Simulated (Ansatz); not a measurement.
Mulliken charges of CH$_{5}$AlFNSi (`F[C@H]1N[Si@@H]1[AlH2]`) from B3LYP/def2-TZVPP in Ansatz (PBE0-D4/def2-TZVP geometry).

```csv
atom,x (Å),y (Å),z (Å),charge (e)
F1,-0.502,-2.279,1.503,-0.228
C2,0.111,-1.184,0.945,0.117
N3,0.663,-1.406,-0.336,-0.300
Si4,-0.642,-0.246,-0.499,0.115
Al5,-0.155,2.135,-0.571,0.381
H6,0.721,-0.702,1.708,0.092
H7,1.657,-1.308,-0.479,0.142
H8,-1.830,-0.853,-1.151,-0.056
H9,-1.205,3.203,-1.092,-0.130
H10,1.266,2.588,-0.025,-0.133
```

By hand: the dipole of these point charges (1 e Å = 4.8032 D).

Σ q r = (0.188, 0.625, -0.107) e Å, of length 0.661 e Å = 3.17 D.

How does the dipole of the full density compare? (Estimate.)

Computed: (0.242, 0.515, -0.200) e Å, 2.90 D; the point charges give 1.09 times that, at 13° from its direction.

Point charges leave out the atoms' own dipoles, such as those of lone pairs, and Mulliken's split depends on the basis, so the close match here is no proof of good charges.

B3LYP here is the variant with VWN-RPA as its local correlation; programs differ in this.
